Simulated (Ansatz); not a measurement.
Program: Ansatz. Geometries: PBE0-D4/def2-TZVP. ΔE: electronic, gas phase. CBS: MP2 limit from def2 TZ/QZ plus the TZ coupled-cluster correction, frozen cores. This one scheme is used for every species. DFT in def2-TZVPP. B3LYP here is the variant with VWN-RPA as its local correlation; programs differ in this. For Ge outer-core shells are correlated without core-valence functions, which leaves a few kJ/mol of doubt a bond. Scalar relativity is left out up to krypton. Each species was taken in one conformer, which may not be the lowest.

`N[SiH](N)O` + `[NH2][GeH2][B](O)O` → `[NH2][GeH2][SiH](N)O` + `NB(O)O`  (redistribution)

`N[SiH](N)O`:

Z-matrix (Å, degrees):
```
Si
N 1 1.706
O 1 1.648 2 119.3
N 1 1.713 2 104.7 3 119.0
H 1 1.482 2 106.1 3 -114.4
H 2 1.007 1 121.6 3 -73.1
H 2 1.006 1 120.9 3 78.5
H 3 0.959 1 116.3 2 67.1
H 4 1.007 1 119.8 2 -170.5
H 4 1.007 1 119.6 2 45.7
```

`[NH2][GeH2][B](O)O`:

Cartesian coordinates in Å:
```
N 1.652 1.411 0.379
Ge 0.015 0.978 -0.374
B -0.626 -0.985 -0.049
O -1.932 -1.384 -0.008
O 0.331 -1.929 0.133
H 1.632 1.354 1.390
H 2.386 0.787 0.064
H 0.152 1.261 -1.884
H -1.002 1.990 0.202
H -2.566 -0.674 -0.124
H -0.042 -2.808 0.271
```

`[NH2][GeH2][SiH](N)O`:

Cartesian coordinates in Å:
```
N -1.581 1.598 -1.105
Ge -0.174 0.423 -1.343
Si 0.634 -0.114 0.825
N 1.543 -1.559 0.772
O -0.776 -0.152 1.695
H -2.143 1.752 -1.931
H -2.189 1.306 -0.351
H -0.573 -0.879 -2.096
H 0.868 1.133 -2.228
H 1.563 0.881 1.427
H 1.231 -2.388 0.296
H 2.312 -1.739 1.394
H -0.714 -0.261 2.646
```

`NB(O)O`:

Z-matrix (Å, degrees):
```
N
B 1 1.411
H 1 1.002 2 124.8
H 1 1.004 2 120.9 3 -179.9
O 2 1.371 1 118.3 3 179.9
O 2 1.379 1 123.9 3 -0.1
H 5 0.959 2 111.3 1 -180.0
H 6 0.957 2 114.5 1 0.0
```

| level | ΔE (kJ/mol) | difference from CCSD(T)/CBS |
| --- | --- | --- |
| PBE-D4 | -41.2 | -7.1 |
| r2SCAN-D4 | -38.1 | -4.0 |
| PBE0-D4 | -43.1 | -9.0 |
| B3LYP-D4 | -40.9 | -6.8 |
| ωB97X-V | -37.4 | -3.3 |
| ωB97M-V | -36.2 | -2.1 |
| B2PLYP | -36.0 | -1.9 |
| PBE | -40.1 | -6.0 |
| r2SCAN | -37.8 | -3.7 |
| PBE0 | -42.0 | -7.9 |
| B3LYP | -39.0 | -4.9 |
| HF/def2-TZVPP | -40.9 | -6.8 |
| MP2/def2-TZVPP | -32.5 | 1.6 |
| SCS-MP2/def2-TZVPP | -32.0 | 2.1 |
| CCSD/def2-TZVPP | -34.6 | -0.5 |
| CCSD(T)/def2-TZVPP | -33.1 | 1.0 |
| HF/def2-QZVPP | -40.5 | -6.4 |
| MP2/def2-QZVPP | -32.9 | 1.2 |
| SCS-MP2/def2-QZVPP | -32.5 | 1.6 |
| HF/CBS(def2) | -40.5 | -6.4 |
| MP2/CBS(def2) | -33.5 | 0.6 |
| CCSD/CBS(def2) | -35.6 | -1.5 |
| CCSD(T)/CBS | -34.1 | 0 |

Largest T1 diagnostic among the species: 0.012.

In def2-TZVPP, CCSD(T) changes the Hartree–Fock value by +7.8 kJ/mol (the triples alone add +1.5 kJ/mol) and MP2 by +8.4 kJ/mol.
